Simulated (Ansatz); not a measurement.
Total energies of `CCCCS(C)(=O)=O`.

Cartesian coordinates in Å:
```
C -0.641 2.421 0.002
C 0.528 1.745 0.698
C 1.261 0.724 -0.164
C 0.411 -0.408 -0.724
S -0.258 -1.449 0.562
C -0.831 -2.874 -0.323
O 0.826 -1.863 1.413
O -1.410 -0.805 1.135
H -0.336 2.866 -0.951
H -1.453 1.717 -0.191
H -1.053 3.220 0.622
H 1.259 2.500 1.004
H 0.177 1.268 1.617
H 1.710 1.233 -1.025
H 2.084 0.285 0.406
H 1.019 -1.062 -1.355
H -0.439 -0.048 -1.307
H -1.293 -3.516 0.427
H -1.572 -2.570 -1.061
H 0.013 -3.383 -0.787
```

Charge 0, multiplicity 1. The structure was optimised at the PBE0-D4/def2-TZVP level. It is one conformer, not always the lowest. Basis def2-TZVPP, Ansatz.

RPA on PBE orbitals: Hartree–Fock energy of these orbitals -743.61320 Eh, correlation -2.49347 Eh (frozen core).

```
             functional  energy without D4 (Eh)  D4 term (kJ/mol)
            LDA (SPW92)              -742.24950                 –
                    PBE              -745.94130             -50.7
                 revPBE              -746.35701            -160.6
                   BLYP              -746.39172            -110.7
                 r2SCAN              -746.32977             -13.7
                 B97M-V              -746.40982                 –
                   PBE0              -746.00531             -43.1
                  B3LYP              -746.56480             -80.2
                r2SCANh              -746.31025             -14.4
                r2SCAN0              -746.28300             -15.7
HSE06 (plane-wave form)              -745.97895             -39.9
                  BHLYP              -746.33065             -57.1
              CAM-B3LYP              -746.38840             -43.3
                LC-ωPBE              -746.22901                 –
                ωB97X-V              -746.38299                 –
                ωB97M-V              -746.36706                 –
                 B2PLYP              -746.12949                 –
               PBE-QIDH              -745.87801                 –
```

B3LYP takes the VWN-RPA correlation (the form of Gaussian; ORCA's B3LYP/G). HSE06 is the plane-wave form, built on full-range PBE exchange. The double hybrids freeze the cores in their second-order part.

LC-ωPBE has ω = 0.4 bohr⁻¹.
